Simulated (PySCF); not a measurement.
F₂GeH₂S₂.

```xyz
7

F     -0.1273    -1.3594    -1.3202
Ge     0.0000     0.0000    -0.2660
F      0.1273     1.3594    -1.3202
S     -1.8400     0.0075     0.9010
S      1.8400    -0.0075     0.9010
H     -1.3752     0.9712     1.7217
H      1.3752    -0.9712     1.7217
```
Charge 0, spin multiplicity 1.

Geometry optimised at ωB97X-D3(BJ)/def2-SVP. This is a generated structure with no PubChem entry under its InChIKey; it may be hypothetical. One conformer was computed; it need not be the lowest.

The numbers are results of PBE/pcSseg-1 (PySCF), not measurements. Non-relativistic, no solvent.

**Question.** Give the absolute GIAO shielding of each atom: isotropic value and principal components (ppm). (The exact figures need the calculation; the answer reports its results.)

**Answer.** 
| atom | σ(iso) | σ11 | σ22 | σ33 | span |
|---|---|---|---|---|---|
| F1 | 252.3 | 180.4 | 233.6 | 342.8 | 162.4 |
| Ge2 | 1148.8 | 1046.9 | 1123.1 | 1276.3 | 229.3 |
| F3 | 252.3 | 180.4 | 233.6 | 342.8 | 162.4 |
| S4 | 583.9 | 466.9 | 550.2 | 734.6 | 267.7 |
| S5 | 583.9 | 466.9 | 550.2 | 734.6 | 267.7 |
| H6 | 29.9 | 22.3 | 28.0 | 39.4 | 17.1 |
| H7 | 29.9 | 22.3 | 28.0 | 39.4 | 17.1 |
